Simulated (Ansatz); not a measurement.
Two isomers of C2H6F2OSi: A = `OC(F)([SiH3])CF`, B = `OC[SiH](F)CF`.

Gas-phase electronic energies from Ansatz, PBE0-D4/def2-TZVP geometries. CCSD(T)/CBS adds triple-zeta CCSD(T) − MP2 to the extrapolated MP2 energy (def2 sets, frozen cores). DFT in def2-TZVPP. B3LYP here is the variant with VWN-RPA as its local correlation; programs differ in this. Each species was taken in one conformer, which may not be the lowest.

A:

```xyz
12

O     0.886   -1.261   -0.617
C     0.323   -0.312    0.202
F     0.958   -0.348    1.454
Si    0.679    1.420   -0.550
C    -1.144   -0.591    0.449
F    -1.307   -1.932    0.755
H     0.558   -2.128   -0.343
H     0.041    1.510   -1.887
H     2.148    1.575   -0.648
H     0.098    2.448    0.351
H    -1.726   -0.382   -0.453
H    -1.515    0.001    1.287
```

B:

Z-matrix (Å, degrees):
```
C
Si 1 1.875
O 1 1.424 2 110.3
H 1 1.094 2 109.4 3 -117.1
H 1 1.099 2 112.0 3 125.3
C 2 1.885 1 110.7 3 63.2
F 2 1.610 1 106.4 3 -52.6
H 2 1.485 1 113.1 3 -171.7
H 3 0.961 1 108.3 2 62.2
F 6 1.396 2 107.6 1 67.9
H 6 1.095 2 111.4 1 -50.6
H 6 1.094 2 112.7 1 -172.6
```

Task: Which is lower in electronic energy at CCSD(T)/CBS, and by how much? (Best estimate.)

Result: Ansatz gave: B, by 44.5 kcal/mol.

Task: Give E(B) − E(A) in kcal/mol with MP2/def2-TZVPP, r2SCAN-D4, ωB97M-V, CCSD(T)/def2-TZVPP, PBE-D4, B2PLYP, B3LYP-D4. (An estimate is asked.)

Result: Ansatz gave: MP2/def2-TZVPP -45.3, r2SCAN-D4 -42.3, ωB97M-V -42.8, CCSD(T)/def2-TZVPP -42.9, PBE-D4 -40.8, B2PLYP -44.3, B3LYP-D4 -43.5. None reverses the order clearly.

Largest T1 diagnostic: 0.012.

From PBE to PBE0 (25 % exact exchange), in def2-TZVPP and without D4, E(B) − E(A) moves by −1.1 kcal/mol.
